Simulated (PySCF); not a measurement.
Species: C7H8N2O.
Bonds: O1–C2 (double), C2–C3, C3–C4 (aromatic), C4–C5 (aromatic), C5–N6 (aromatic), N6–N7 (aromatic), N7–C8, C8–C9, C9–C10, C3–N7 (aromatic), C8–C10. Hydrogens: H11 on C2; H12 on C4; H13 on C5; H14 on C8; H15, H16 on C9; H17, H18 on C10.

Method: TDDFT PBE0/def2-SVPD, vertical, gas phase, core orbitals frozen in the response in PySCF 2.14.0, density-fitted response routines. Isolated species at its PBE0-D3(BJ)/def2-SVP geometry (one conformer only). Torsions of this conformer, `[O:1]=[CH:2][c:3]1[cH:4][cH:5][n:6][n:7]1[CH:8]1[CH2:9][CH2:10]1`: O1–C2–C3–C4 180°, N6–N7–C8–C9 -34°.

Each state is given a Gaussian of 0.4 eV full width at half maximum, with ε(max) = 2.175×10⁸ f / Δν̃ (Δν̃ the width in cm⁻¹). The width is an assumption, not a result. The curve ends short of the highest state used, and states not computed would add to its high-energy end.

λ (nm), ε (L mol⁻¹ cm⁻¹) and a bar:
```
    180.3       2863 #####
    183.9       1280 ##
    187.6       1001 ##
    191.2        623 #
    194.8        258 
    198.5         90 
    202.1         49 
    205.7         43 
    209.3        106 
    213.0        521 #
    216.6       1985 ###
    220.2       5448 #########
    223.8      10927 #################
    227.5      16535 ##########################
    231.1      18923 ##############################
    234.7      17009 ###########################
    238.4      12120 ###################
    242.0       7117 ###########
    245.6       3510 ######
    249.2       1566 ##
    252.9        885 #
    256.5       1096 ##
    260.1       1948 ###
    263.8       3311 #####
    267.4       4815 ########
    271.0       6080 ##########
    274.6       6727 ###########
    278.3       6570 ##########
    281.9       5725 #########
    285.5       4495 #######
    289.1       3205 #####
    292.8       2064 ###
    296.4       1241 ##
    300.0        697 #
    303.7        366 #
    307.3        194 
    310.9        110 
    314.5         72 
    318.2         56 
    321.8         48 
    325.4         43 
    329.1         37 
    332.7         31 
    336.3         25 
    339.9         19 
    343.6         14 
    347.2         10 
    350.8          7 
    354.4          4 
    358.1          3 
    361.7          2 
    365.3          1 
    369.0          1 
    372.6          0 
    376.2          0 
    379.8          0
```

**Question.** Where are the band maxima, and which computed states make them?

**Answer.** 276 nm (4.50 eV), ε about 6800, made up of S2 (100%); 231 nm (5.36 eV), ε about 19000, made up of S3 (100%) (ε in L mol⁻¹ cm⁻¹; maxima over ε = 5, shares over 10%). At its high-energy end, 6.88 eV, the curve is still rising (ε about 2900, from S6 and S8). The states used: S1 3.86 eV (f 0.0006); S2 4.50 eV (f 0.100); S3 5.36 eV (f 0.280); S4 5.55 eV (f 0.0017); S5 6.14 eV (f 0.0006); S6 6.65 eV (f 0.015); S7 7.10 eV (f 0.0093); S8 7.20 eV (f 0.190); S9 7.30 eV (f 0.0004); S10 7.48 eV (f 0.0000).

**Question.** Coming from long wavelengths, where does ε first pass 100 L mol⁻¹ cm⁻¹?

**Answer.** At about 312 nm (3.98 eV), 0.12 eV above S1.

**Question.** What would ε be at 5.36 eV, the highest of these maxima, with half the width (0.2 eV)?

**Answer.** About 37700 L mol⁻¹ cm⁻¹ against 18900, a factor of about 1.99; a lone state at its own centre would give exactly 2.

**Question.** On this curve, what absorbance would a 10⁻³ mol/L sample give at 266 nm over a 1 cm path?

**Answer.** 266 nm is 4.661 eV, where ε is about 4200 L mol⁻¹ cm⁻¹, so A = ε c l ≈ 4.2 (Beer–Lambert, with the gas-phase spectrum and the assumed width).

The vertical ionisation energy (ΔSCF) is 9.03 eV, 1.55 eV above S10.

Time: 8.3 min wall (with the writing of density and orbital grids); peak memory 1.1 GiB. Hardware: one thread, Arm Neoverse V2 (aarch64), shared host.
